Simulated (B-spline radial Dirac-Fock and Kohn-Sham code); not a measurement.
Satellites and hypersatellites of the K lines of Co⁺

System: cobalt as Co⁺, configuration [Ar] 3d8.

Input of the calculation (task.json; shells as n, l, electrons):

```json
{"items": [{
  "Z": 27,
  "q": 1,
  "cfg": [[1, 0, 2], [2, 0, 2], [2, 1, 6], [3, 0, 2], [3, 1, 6], [3, 2, 8]],
  "A": 59,
  "rrms": 3.7875,
  "do": ["binding", "quiet", "double"]
}]}
```

Run with: `python xray_run.py task.json out`

Method: relaxed Dirac-Fock hole states (ΔSCF) with Breit and QED corrections and a finite nucleus. Computed with a radial atomic solver. Each two-hole energy is an average over J within one jj subconfiguration, not an observable level; in light atoms, where LS coupling holds, the j-resolved values are not observed lines, and for a K spectator the Kα1 hypersatellite is nearly forbidden. Electron correlation is not included.

Lines without a spectator: Kα2 (K-L2) 6914.8 eV, Kα1 (K-L3) 6929.3 eV, Kβ3 (K-M2) 7644.0 eV, Kβ1 (K-M3) 7645.8 eV. Shifts in eV with one spectator hole (a dash: not computed, or left out as unreliable):

```csv
spectator hole,Kα2,Kα1,Kβ3,Kβ1
L2 (2p1/2),+26.58,+32.5,–,+71.4
L3 (2p3/2),+30.2,+28.93,+68.9,–
M2 (3p1/2),–,+2.37,+4.16,+5.71
M3 (3p3/2),+2.16,–,+5.34,+4.92
```

Question: Where does the K-L3 hypersatellite lie, emitted when both K electrons are missing?

Answer: +286.5 eV from the normal line, at 7215.8 eV. Removing both K electrons costs 15827.6 eV, which is 377.8 eV more than twice the K binding energy. In light atoms the observed hypersatellite is the ¹S₀ → ¹P₁ component, which lies below this average, and the triplet component is nearly forbidden.

With n spectator holes in 2p, averaged over the 2p shell (energies in eV):

```csv
n,KαLⁿ,step,hypersatellite KαʰLⁿ
0,6924.4,–,7210.1
1,6954.5,+30.1,7241.3
2,6985.5,+31.0,7273.4
3,7017.5,+32.0,7306.6
4,7050.6,+33.1,7340.8
5,7084.7,+34.1,7376.1
```
